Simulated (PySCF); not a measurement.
Positional isomers: norbornane mercapto+boryl. Isolated molecules, 0 K electronic values unless said otherwise. One relaxed conformer stands for each flexible species; it need not be the lowest. Strings in code marks are SMILES.

Level of theory: PBE-D3(BJ)/def2-TZVP // PBE0-D3(BJ)/def2-SVP run with PySCF 2.14.0. All candidates: neutral, multiplicity 1. Excitations are Tamm–Dancoff values on a coarser integration grid. The basis has no diffuse functions, so Rydberg states are missing or too high.

```json
{
 "HOMO": "-5.58 eV",
 "S1 excitation (TDA)": "3.46 eV",
 "T1 excitation (TDA)": "3.34 eV"
}
```

Which member has these values?
A. `B[C@]12CC[C@H](CC1)[C@@H]2S`
B. `B[C@@H]1C[C@H]2CC[C@]1(S)C2`
C. `B[C@@]12CC[C@@H](C1)[C@@H](S)C2`
D. `B[C@@H]1C[C@@H]2CC[C@H]1[C@@H]2S`

D, `B[C@@H]1C[C@@H]2CC[C@H]1[C@@H]2S`. The others give `B[C@]12CC[C@H](CC1)[C@@H]2S`: -5.52 eV, 3.22 eV, 3.17 eV; `B[C@@]12CC[C@@H](C1)[C@@H](S)C2`: -5.46 eV, 3.10 eV, 3.09 eV; `B[C@@H]1C[C@H]2CC[C@]1(S)C2`: -5.42 eV, 3.23 eV, 3.10 eV
